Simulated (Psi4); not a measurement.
Psi4 input (wB97X-D/6-31G*):

```
memory 1500 MB

molecule {
0 1
O    -0.28880500   -0.17699600    2.01089000
Si   -0.05987400   -0.03164300    0.36016600
Si    2.25730600   -0.01706400    0.00965100
Si   -0.99363800    1.96047500   -0.47717200
Si   -1.02085500   -1.83096400   -0.81479800
H    -1.19257700   -0.19954000    2.33690800
H     2.87934700   -1.27644600    0.48499800
H     2.89661800    1.12952500    0.69924900
H     2.49671400    0.11118600   -1.44984900
H    -2.44699900    2.01980000   -0.17209900
H    -0.34600500    3.15690900    0.11520200
H    -0.82270800    2.00470000   -1.95089200
H    -0.84870300   -1.61653200   -2.27336200
H    -0.39108100   -3.12234100   -0.44396400
H    -2.47530000   -1.92255100   -0.52316500
symmetry c1
no_reorient
no_com
}

set {
  basis 6-31G*
  reference rks
  scf_type pk
  dft_radial_points 99
  dft_spherical_points 590
  e_convergence 1e-8
  d_convergence 1e-7
  maxiter 150
}

e = energy('wb97x-d')
print_out(f'\nFINAL {e:.10f} DIPOLE {variable("CURRENT DIPOLE")[0]:.6f} {variable("CURRENT DIPOLE")[1]:.6f} {variable("CURRENT DIPOLE")[2]:.6f}\n')
```

Output:

```
   => Loading Basis Set <=

    Name: 6-31G*
    Role: ORBITAL
    Keyword: BASIS
    atoms 1    entry O          line   145 file 6-31gs.gbs
    atoms 2-5  entry SI         line   268 file 6-31gs.gbs
    atoms 6-15 entry H          line    44 file 6-31gs.gbs

   => WB97X-D: Empirical Dispersion <=

    Chai and Head-Gordon Dispersion Correction
    Chai, J.-D.; Head-Gordon, M. (2010), J. Chem. Phys., 132: 6615-6620

        s6 =       1.000000

         ---------------------------------------------------------
                                   SCF
               by Justin Turney, Rob Parrish, Andy Simmonett
                          and Daniel G. A. Smith
                              RKS Reference
         ---------------------------------------------------------

  ==> Geometry <==

    Molecular point group: c1
    Full point group: C1

    Geometry (in Angstrom), charge = 0, multiplicity = 1:

       Center              X                  Y                   Z               Mass
    ------------   -----------------  -----------------  -----------------  -----------------
         O           -0.288805000000    -0.176996000000     2.010890000000    15.994914619570
         SI          -0.059874000000    -0.031643000000     0.360166000000    27.976926534650
         SI           2.257306000000    -0.017064000000     0.009651000000    27.976926534650
         SI          -0.993638000000     1.960475000000    -0.477172000000    27.976926534650
         SI          -1.020855000000    -1.830964000000    -0.814798000000    27.976926534650
         H           -1.192577000000    -0.199540000000     2.336908000000     1.007825032230
         H            2.879347000000    -1.276446000000     0.484998000000     1.007825032230
         H            2.896618000000     1.129525000000     0.699249000000     1.007825032230
         H            2.496714000000     0.111186000000    -1.449849000000     1.007825032230
         H           -2.446999000000     2.019800000000    -0.172099000000     1.007825032230
         H           -0.346005000000     3.156909000000     0.115202000000     1.007825032230
         H           -0.822708000000     2.004700000000    -1.950892000000     1.007825032230
         H           -0.848703000000    -1.616532000000    -2.273362000000     1.007825032230
         H           -0.391081000000    -3.122341000000    -0.443964000000     1.007825032230
         H           -2.475300000000    -1.922551000000    -0.523165000000     1.007825032230

  Running in c1 symmetry.

  Rotational constants: A =      0.04903  B =      0.04825  C =      0.03469 [cm^-1]
  Rotational constants: A =   1469.77235  B =   1446.54490  C =   1039.99199 [MHz]
  Nuclear repulsion =  428.060422536370083

  Charge       = 0
  Multiplicity = 1
  Electrons    = 74
  Nalpha       = 37
  Nbeta        = 37

  ==> Algorithm <==

  SCF Algorithm Type is PK.
  DIIS enabled.
  MOM disabled.
  Fractional occupation disabled.
  Guess Type is SAD.
  Energy threshold   = 1.00e-08
  Density threshold  = 1.00e-07
  Integral threshold = 1.00e-12

  ==> Primary Basis <==

  Basis Set: 6-31G*
    Blend: 6-31G*
    Number of shells: 58
    Number of basis functions: 111
    Number of Cartesian functions: 111
    Spherical Harmonics?: false
    Max angular momentum: 2

  ==> DFT Potential <==

   => LibXC <=

    Version 7.1.2
    S. Lehtola, C. Steigemann, M. J. T. Oliveira, and M. A. L. Marques,  SoftwareX 7, 1–5 (2018) (10.1016/j.softx.2017.11.002)

   => Composite Functional: WB97X-D <=

    wB97X-D Hyb-GGA Exchange-Correlation Functional

    J.-D. Chai and M. Head-Gordon,  Phys. Chem. Chem. Phys. 10, 6615–6620 (2008) (10.1039/B810189B)

    Deriv               =              1
    GGA                 =           TRUE
    Meta                =          FALSE

    Exchange Hybrid     =           TRUE
    MP2 Hybrid          =          FALSE

   => Exchange-Correlation Functionals <=

    1.0000   wB97X-D range-separated functional

   => Exact (HF) Exchange <=

    0.7780            HF,LR [omega = 0.2000]
    0.2220               HF

   => LibXC Density Thresholds  <==

    XC_HYB_GGA_XC_WB97X_D:  1.00E-14

   => Molecular Quadrature <=

    Radial Scheme          =       TREUTLER
    Pruning Scheme         =           NONE
    Nuclear Scheme         =       TREUTLER

    Blocking Scheme        =         OCTREE
    BS radius alpha        =              1
    Pruning alpha          =              1
    Radial Points          =             99
    Spherical Points       =            590
    Total Points           =         822248
    Total Blocks           =           5660
    Max Points             =            256
    Max Functions          =            108
    Weights Tolerance      =       1.00E-15

  ==> Integral Setup <==

  Using in-core PK algorithm.
   Calculation information:
      Number of atoms:                  15
      Number of AO shells:              58
      Number of primitives:            163
      Number of atomic orbitals:       111
      Number of basis functions:       111

      Integral cutoff                 1.00e-12
      Number of threads:                 1

  Performing in-core PK
  Using 57967308 doubles for integral storage.
  We computed 1150530 shell quartets total.
  Whereas there are 1464616 unique shell quartets.

  Computing range-separated integrals for PK
  We computed 1150530 wK shell quartets total.
  Whereas there are 1464616 wK unique shell quartets.

  ==> DiskJK: Disk-Based J/K Matrices <==

    J tasked:                  Yes
    K tasked:                  Yes
    wK tasked:                 Yes
    Omega:               2.000E-01
    Schwarz Cutoff:          1E-12


  Cached 5.6% of DFT collocation blocks in 0.100 [GiB].

  Minimum eigenvalue in the overlap matrix is 4.2659032367E-03.
  Reciprocal condition number of the overlap matrix is 6.6183826417E-04.
    Using symmetric orthogonalization.

  ==> Pre-Iterations <==

  SCF Guess: Superposition of Atomic Densities via on-the-fly atomic UHF (no occupation information).

   -------------------------
    Irrep   Nso     Nmo
   -------------------------
     A        111     111
   -------------------------
    Total     111     111
   -------------------------

  ==> Iterations <==

                        Total Energy        Delta E     RMS |[F,P]|

   @RKS iter SAD: -1238.07315461713006   -1.23807e+03   0.00000e+00
   @RKS iter   1: -1238.97512034783517   -9.01966e-01   5.22071e-03 ADIIS/DIIS
   @RKS iter   2: -1238.95495464607370    2.01657e-02   6.07972e-03 ADIIS/DIIS
   @RKS iter   3: -1239.12171032166066   -1.66756e-01   5.09103e-04 ADIIS/DIIS
   @RKS iter   4: -1239.12363270135847   -1.92238e-03   1.14872e-04 ADIIS/DIIS
   @RKS iter   5: -1239.12383223150255   -1.99530e-04   3.16355e-05 DIIS
   @RKS iter   6: -1239.12384524283425   -1.30113e-05   8.19740e-06 DIIS
   @RKS iter   7: -1239.12384614392749   -9.01093e-07   1.11287e-06 DIIS
   @RKS iter   8: -1239.12384616391500   -1.99875e-08   2.26887e-07 DIIS
   @RKS iter   9: -1239.12384616490817   -9.93168e-10   6.56794e-08 DIIS
  Energy and wave function converged.

  ==> Post-Iterations <==

   Electrons on quadrature grid:
      Ntotal   =   73.9999982954 ; deviation = -1.705e-06

    Orbital Energies [Eh]
    ---------------------

    Doubly Occupied:

       1A    -66.301343     2A    -66.269955     3A    -66.269701
       4A    -66.269692     5A    -19.280796     6A     -5.413654
       7A     -5.390835     8A     -5.390799     9A     -5.390780
      10A     -3.759421    11A     -3.757457    12A     -3.757346
      13A     -3.734857    14A     -3.734855    15A     -3.734836
      16A     -3.734742    17A     -3.734741    18A     -3.734696
      19A     -3.734647    20A     -3.734413    21A     -3.734403
      22A     -1.105915    23A     -0.687744    24A     -0.634439
      25A     -0.632231    26A     -0.615862    27A     -0.512480
      28A     -0.457635    29A     -0.453968    30A     -0.441052
      31A     -0.436805    32A     -0.432311    33A     -0.428208
      34A     -0.427872    35A     -0.424126    36A     -0.346100
      37A     -0.334530

    Virtual:

      38A      0.038152    39A      0.066133    40A      0.070895
      41A      0.079692    42A      0.120190    43A      0.121094
      44A      0.147128    45A      0.149236    46A      0.158588
      47A      0.198349    48A      0.200901    49A      0.202979
      50A      0.208510    51A      0.212745    52A      0.259882
      53A      0.262442    54A      0.281350    55A      0.302868
      56A      0.321743    57A      0.323054    58A      0.329548
      59A      0.334092    60A      0.354654    61A      0.372967
      62A      0.382598    63A      0.397270    64A      0.469250
      65A      0.514246    66A      0.516081    67A      0.558007
      68A      0.570092    69A      0.582909    70A      0.653123
      71A      0.669246    72A      0.675574    73A      0.725609
      74A      0.726499    75A      0.751848    76A      0.764282
      77A      0.768311    78A      0.770685    79A      0.783469
      80A      0.784985    81A      0.798337    82A      0.804953
      83A      0.835079    84A      0.844969    85A      0.936653
      86A      0.981343    87A      0.990836    88A      1.027849
      89A      1.135902    90A      1.153617    91A      1.192701
      92A      1.216564    93A      1.219190    94A      1.245377
      95A      1.247257    96A      1.256082    97A      1.279488
      98A      1.292554    99A      1.297592   100A      1.332131
     101A      1.483622   102A      1.841560   103A      1.935186
     104A      2.017697   105A      2.504202   106A      2.648096
     107A      2.912177   108A      3.005244   109A      3.005391
     110A      3.087270   111A      3.845461

    Final Occupation by Irrep:
              A
    DOCC [    37 ]
    NA   [    37 ]
    NB   [    37 ]

  @RKS Final Energy: -1239.12384616490817

   => Energetics <=

    Nuclear Repulsion Energy =            428.0604225363700834
    One-Electron Energy =               -2568.5888065553990600
    Two-Electron Energy =                 970.4188708893469766
    DFT Exchange-Correlation Energy =     -69.0065514881394648
    Empirical Dispersion Energy =          -0.0077815470868266
    VV10 Nonlocal Energy =                  0.0000000000000000
    Total Energy =                      -1239.1238461649081728

Computation Completed

Properties will be evaluated at   0.000000,   0.000000,   0.000000 [a0]

Properties computed using the SCF density matrix

 Multipole Moments:

 ------------------------------------------------------------------------------------
     Multipole            Electronic (a.u.)      Nuclear  (a.u.)        Total (a.u.)
 ------------------------------------------------------------------------------------

 L = 1.  Multiply by 2.5417464519 to convert [e a0] to [Debye]
 Dipole X            :         -0.4473504            0.0000227           -0.4473277
 Dipole Y            :         -0.0035032           -0.0000038           -0.0035069
 Dipole Z            :          0.0754277            0.0000076            0.0754353
 Magnitude           :                                                    0.4536572

 ------------------------------------------------------------------------------------

FINAL -1239.1238461649 DIPOLE -0.447328 -0.003507 0.075435

*** Psi4 exiting successfully. Buy a developer a beer!
```

The geometry given is a B3LYP-D3(BJ)/def2-TZVP minimum.
